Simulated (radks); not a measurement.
Values are calculated unless marked as measured or tabulated.
Species: In41+. Configuration: [He] 2s2 2p4 (the NIST ground configuration).

Code: a radial shooting solver on a logarithmic mesh with Libxc functionals. Model: Dirac Kohn-Sham, revPBE, spin-unpolarised, spherical densities, point nucleus; open shells fill j = l - 1/2 first.

Energy parts (hartree):
total: -4057.68724
kinetic: 4327.79843
electron-nucleus: -8659.30828
Hartree: 342.98300
exchange-correlation: -69.16039

Orbitals (lengths in bohr, moments of r in powers of bohr; <r^-3> diverges for s and p1/2; r(90%) holds 90 % of the orbital's charge):
| orbital | occ. | eigenvalue (hartree) | <r^2> | r(90%) | <r^-3> |
|---|---|---|---|---|---|
| 1s1/2 | 2 | -1132.139 | 0.001189 | 0.0532 | - |
| 2s1/2 | 2 | -252.8572 | 0.01805 | 0.191 | - |
| 2p1/2 | 2 | -245.2804 | 0.01324 | 0.170 | - |
| 2p3/2 | 2 | -236.8492 | 0.01437 | 0.176 | 4355 |
| 3s1/2 | 0 | -105.7137 | 0.09743 | 0.424 | - |
| 3p1/2 | 0 | -103.1710 | 0.08793 | 0.408 | - |
| 3p3/2 | 0 | -100.8791 | 0.09222 | 0.417 | 1210 |

The highest occupied level is 2p3/2 at -6445.0 eV. The density falls to 0.001 e/bohr^3 at r = 0.46 bohr. For comparison, the ionisation energy in NIST's Atomic Spectra Database is 6554 eV (semi-empirical). In exact Kohn-Sham theory the highest level is minus the ionisation energy, but local and semilocal functionals leave it too shallow, through self-interaction and a potential that decays too fast; potentials with the right tail come closer.

Beside tabulated values, note that spin-unpolarised runs miss the spin-polarisation part of the exchange energy of open shells.
